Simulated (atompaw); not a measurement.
Tc: PAW (atompaw) pseudisation with PBE, scalar-relativistic reference atom.

| Item | Value |
| --- | --- |
| Element | Tc (Z = 43) |
| Generator | atompaw 4.2.0.5 |
| Type | PAW |
| Functional | PBE |
| Relativity | scalar-relativistic |
| Frozen core | [Ar] 3d10 4s2 |
| Valence charge | 13 |
| Reference configuration | 4p6 4d5 5s1.75 5p0.25 |
| Partial waves | 5s (bound): rc 2.35 bohr; 5s channel at 0.2 Ry: rc 2.35 bohr; 4p (bound): rc 1.60 bohr; 5p (bound): rc 2.35 bohr; 4d (bound): rc 2.35 bohr; 4d channel at -0.05 Ry: rc 2.35 bohr |
| Local potential | troulliermartins scheme with l = 3 at 0 Ry, radius 2.20 bohr |
| Core correction | smooth core density matched at 1.75 bohr |
| Augmentation charge | sinc compensation charge, radius 2.05 bohr; PAW radius 2.35 bohr; waves and projectors: custom polynom vanderbiltortho |

All-electron outer shells of the reference configuration (PBE, scalar-relativistic, ld1.x):

```tsv
shell	level (eV)	outermost node (bohr)	outermost maximum (bohr)
3d	-250.27	–	0.31
4s	-73.77	0.50	0.95
4p	-45.73	0.51	1.03
4d	-7.03	0.50	1.27
5s	-5.29	1.28	2.72
5p	-1.60	1.45	3.63
```

Q: Estimate the cutoffs (Ry, on a coarse ladder) from which the occupation-weighted sum of valence levels, in a spherical-Bessel basis at the reference potential, stays within 10 and 1 mRy of its value at 400 Ry.

A: 30 Ry and 55 Ry.

Q: Does the potential have ghost states?

A: Ghost state, extra bound levels that the all-electron valence spectrum of the same l lacks: s at -81.2 eV. A true bound ghost makes a file unfit for plane-wave use.

Q: Is the overlap operator S = 1 + Σ q|β⟩⟨β| positive definite (Bessel basis up to 400 Ry)?

A: Yes: its lowest eigenvalue is 0.38 (s channel).

Q: Which valence shell sets the plane-wave cutoff?

A: 4p: its level needs 40 Ry to come within 1 mRy, against 25 Ry for 4d.
